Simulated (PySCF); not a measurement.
**Unknowns**

Theoretical values (PySCF 2.14): GIAO PBE0/pcSseg-1 shieldings, coordinates at the GFN2-xTB level. Averaged over atoms made equivalent by symmetry, fast rotation or ring inversion, non-relativistic Hamiltonian, no solvent model, a single conformation.

Shifts are taken against calculated references (same method and geometry level): ¹H and ¹³C vs TMS. Splittings of carbon signals by F and P are missing where no couplings were computed. Where no couplings were computed, multiplicities follow the n + 1 count of equivalent neighbours, and m marks all less simple cases (inequivalent or close neighbours, rings, F or P nearby). Shifts are as computed. Against solution values, carbons near 30 ppm lie about +3 ppm off and those near 130 ppm about +5 ppm. Of 1211 compounds with measured shifts, 218 miss one by over three times the rms of a fit or turn the order of signals round; such compounds aren't used in these exercises.

Q: C4H8FPSi2. ¹H NMR (400 MHz, computed): δ 7.40 (m, 1H), 5.13 (m, 1H), 4.44 (m, 3H), 4.39 (s, 3H). ¹³C{¹H} NMR (computed): δ 204.9 (C), 161.0 (CH), 131.3 (C), 128.5 (C). Identify the compound.

A: SMILES c1c([SiH3])[pH]c(F)c1[SiH3]. 4 carbon signals for 4 carbons: no two carbons are equivalent. Carbon types of the structure: 3 × C, 1 × CH, leaving 7 H on heteroatoms. δC 204.9, 131.3, 128.5: unsaturated ring carbon. δC 161.0: unsaturated ring CH. δH 7.40: hydrogen on a unsaturated ring CH. δH 5.13: hydrogen on a ring phosphorus.

The data come from this structure; uniqueness wasn't tested.

Q: C5H5O3P. ¹H NMR (400 MHz, computed): δ 8.33 (m, 1H), 7.57 (m, 1H), 4.08 (s, 3H). ¹³C{¹H} NMR (computed): δ 191.1 (C), 165.8 (C), 158.3 (CH), 137.0 (CH), 53.2 (CH3). Identify the compound.

A: SMILES COC(=O)c1occp1. 5 carbon signals for 5 carbons: no two carbons are equivalent. Carbon types of the structure: 2 × C, 2 × CH, 1 × CH3, which accounts for all hydrogens. δC 191.1: substituted aromatic carbon next to the ring oxygen. δC 165.8: ester carbonyl carbon; lone-pair donation from the attached heteroatom keeps it upfield of a ketone carbonyl. δC 158.3: aromatic CH next to the ring oxygen. δC 137.0: aromatic CH; the aromatic region.

The shifts were computed for this structure.
